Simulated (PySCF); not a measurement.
Species: C₆H₄F₃O (doublet state).
Numbering: `[F:1][C:2]([F:3])([F:4])[CH2:5][c:6]1[cH:7][c:8][o:9][cH:10]1` (hydrogens: H11, H12 on C5; H13 on C7; H14 on C10)

Structure optimised with GFN2-xTB, isolated species. This method treats the open shell by occupation alone, without spin polarisation.

Question: What internal coordinates does the optimisation give?

Answer: 
```tsv
bond	length (Å)	order
F1–C2, C2–F3, C2–F4	1.341	single
C2–C5	1.521	single
C5–C6	1.493	single
C6–C7	1.434	aromatic
C7–C8	1.350	aromatic
C8–O9	1.317	aromatic
O9–C10	1.350	aromatic
C6–C10	1.366	aromatic
C5–H11, C5–H12	1.092	single
C7–H13	1.068	single
C10–H14	1.071	single
```

Bonds in one row agree within 0.01 Å and their mean is given. Orders are formal, as drawn. A selection of angles:
```tsv
angle	degrees
F1–C2–F3	106.5
F1–C2–C5	112.6
F3–C2–F4	106.5
F3–C2–C5	111.8
C2–C5–C6	110.3
C2–C5–H11	107.4
C6–C5–H11	110.8
H11–C5–H12	109.6
C5–C6–C7	125.5
C5–C6–C10	128.0
C7–C6–C10	106.5
C6–C7–C8	103.5
C6–C7–H13	127.4
C8–C7–H13	129.0
C7–C8–O9	113.7
C8–O9–C10	106.5
O9–C10–H14	117.9
C6–C10–O9	109.8
C6–C10–H14	132.2
```

Dihedral angles: F1–C2–C5–C6 61° (synclinal); C2–C5–C6–C7 -88° (synclinal). The mirror-image conformer, all signs reversed, is as good.

Of the pairs four or more bonds apart, F4···C10 is among the closest relative to their van der Waals radii: 3.23 Å, 102 % of the sum of Bondi's values. The C–O distances run from 1.317 Å (C8–O9, aromatic) to 1.350 Å (O9–C10, aromatic), a spread of 0.033 Å. The 5 C–C bonds span 1.350 Å (C7–C8, aromatic) to 1.521 Å (C2–C5, drawn single), a spread of 0.171 Å. C6 (carbon bonded to 3 C) is planar (angles 128.0°, 125.5° and 106.5°, sum 360.0°, 0.02 Å off the plane of its three neighbours). C10 (carbon bonded to C, O and H) is planar (angles 132.2°, 117.9° and 109.8°, sum 360.0°, 0.00 Å off the plane of its three neighbours). The 5-membered ring C6–C7–C8–O9–C10 has internal angles of 103.5° to 113.7° (sum 540°, against 540° for a flat polygon); it is planar, 0.00 Å rms from its mean plane, widest ring torsion 1°. C7 (carbon bonded to 2 C and H) is planar (angles 129.0°, 127.4° and 103.5°, sum 360.0°, 0.00 Å off the plane of its three neighbours).

Point group: C1 (no symmetry element, even within 0.4 Å). Whether it is a minimum is left open (no frequencies).

These are computed values.
